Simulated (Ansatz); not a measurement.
Isomers of Cs₃Br₂ (doublet), relaxed with PBE0-D4/def2-SVP; total energies from Ansatz at ωB97M-V/def2-TZVP.

```
isomer                                                           description  energy (Eh)
     A                    point group not assigned; 6 × Br–Cs 3.45 to 3.46 Å  -5208.51617
     B  point group not assigned; 4 × Br–Cs 3.33 to 3.35 Å; 1 × Cs–Cs 5.27 Å  -5208.50589
```

In the def2 sets Cs takes a core potential; there is no spin–orbit coupling.

The isomers come from a short search, and lower ones may exist.

Problem. Work out the relative energies (1 Eh = 2625.5 kJ/mol) and the Boltzmann populations at 500 K from electronic energies alone (R = 8.314 J/mol/K).

Solution. ΔE: A 0.0, B 27.0 kJ/mol. RT = 4.16 kJ/mol. Factors exp(−ΔE/RT): A 1, B 0.00152; sum 1.002. Populations: A 99.8 %, B 0.2 %. Zero-point energy, vibrational entropy and symmetry numbers are left out and can shift these; an error of 4 kJ/mol changes a ratio by a factor of 2.6. Over the other density-functional and correlated levels in def2 sets, the gap between A and B ranges from 20 to 32 kJ/mol.
